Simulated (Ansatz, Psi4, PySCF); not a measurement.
H3S2 (SMILES S[SH2+]), charge +1, singlet, geometry from GFN2-xTB, atoms displaced at random by about 0.08 Å a coordinate. Base run: PBE/STO-3G, gradient in PySCF.

PySCF was given this input:
```python
from pyscf import gto, scf, dft

mol = gto.Mole()
mol.atom = '''
    S     0.936328   -0.275709    0.614989
    S    -0.714615    0.153782   -0.611982
    H     1.735775   -0.287989   -0.560988
    H    -1.443329    1.268611    0.278694
    H    -1.526584   -0.710243    0.015467
'''
mol.basis = 'sto-3g'
mol.charge = 1
mol.spin = 0
mol.verbose = 3
mol.build()

mf = dft.RKS(mol)
mf.xc = 'pbe'
mf.kernel()
g = mf.nuc_grad_method()
grad = g.kernel()
```

Programs used: Ansatz (a quantum-chemistry and plane-wave program), Psi4, PySCF; a row that names a program was run with it.

The coordinate followed is x of atom 5.

Variants of this job, named by their change:

| change | dE/dx (Eh/bohr) | net force (Eh/bohr) |
|---|---|---|
| base | 0.023456 | 0.000009 |
| finite difference step (bohr) = 0.05; conv_tol = 1e-11 | 0.023486 | - |
| grids.level = 1; grid_response = on | 0.023450 | 0.000000 |
| finite difference step (bohr) = 1e-4; conv_tol = 1e-11 | 0.023456 | - |
| grids.level = 5; grid_response = on | 0.023456 | 0.000000 |
| grid_response = on | 0.023456 | 0.000000 |
| code = ansatz | 0.023456 | 0.000000 |
| code = psi4 | 0.023467 | 0.000014 |
| density fitting = on | 0.023465 | 0.000009 |
| finite difference step (bohr) = 0.01; conv_tol = 1e-11 | 0.023457 | - |
| conv_tol = 1e-11 | 0.023456 | 0.000009 |
| conv_tol = 1e-6 | 0.023450 | 0.000009 |

The net force is zero for an exact gradient.
